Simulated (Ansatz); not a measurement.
`BCBN`, charge 0, multiplicity 1.

Q: Give a relaxed structure at PBE0-D4/def2-TZVP (Ansatz 0.2.0). (Best estimate.)

A: Ansatz gave: 
```xyz
11

B     1.1733    0.1780   -1.1560
C     0.4829   -0.8342   -0.2241
B    -0.2066    0.0944    0.8642
N    -1.5369    0.4793    0.7421
H     0.6516    0.5317   -2.1767
H     2.2123    0.6896   -0.8461
H    -0.2648   -1.4551   -0.7235
H     1.2084   -1.4484    0.3187
H     0.4092    0.5103    1.8044
H    -2.0006    1.0633    1.4163
H    -2.1288    0.1912   -0.0195
```
This is one stationary point; other conformers may exist.
